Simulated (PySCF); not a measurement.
# NiH: energy against distance

Set-up: PySCF, no relativity, basis sets Ni def2-TZVPPD, H def2-TZVPPD. Energies in eV from Ni (3d8 4s2) + H in their ground configurations at the same level. State: ²Δ (doublet), unpaired electrons δ ↑.

Curves on a restricted Hartree–Fock reference rise too fast on stretching and do not dissociate correctly.

```
R (Å)  ROHF-CCSD(T)
1.327        -2.843
1.386        -2.948
1.430        -2.981
1.474        -2.982
1.518        -2.959
1.577        -2.896
1.651        -2.782
1.739        -2.611
```

Problem. Put a parabola through the three lowest points of the ROHF-CCSD(T) curve and estimate Re, k and ωe (reduced mass 0.9906 u; 1 eV/Å² = 0.16022 mdyn/Å; ωe = 1302.8·√(k/μ) cm⁻¹).

Solution. Through R = 1.43, 1.474, 1.518 Å the second-order coefficient is 6.20 eV/Å², so Re ≈ 1.454 Å, k ≈ 1.99 mdyn/Å and ωe ≈ 1845 cm⁻¹. A polynomial fit of higher order to the unrounded ROHF-CCSD(T) energies gives Re = 1.454 Å, k = 2.28 mdyn/Å, ωe = 1975 cm⁻¹; anharmonicity and rounding make the difference.

The higher-order fit for each curve: ROHF-CCSD(T): Re = 1.454 Å, ωe = 1975 cm⁻¹, De = 2.99 eV.

Correlated steps freeze 5 core orbitals. The CCSD T1 diagnostic is raised, a sign that a single reference may not be enough here. With d or f electrons several states lie close, and the lowest PBE0 determinant need not be the measured ground state.
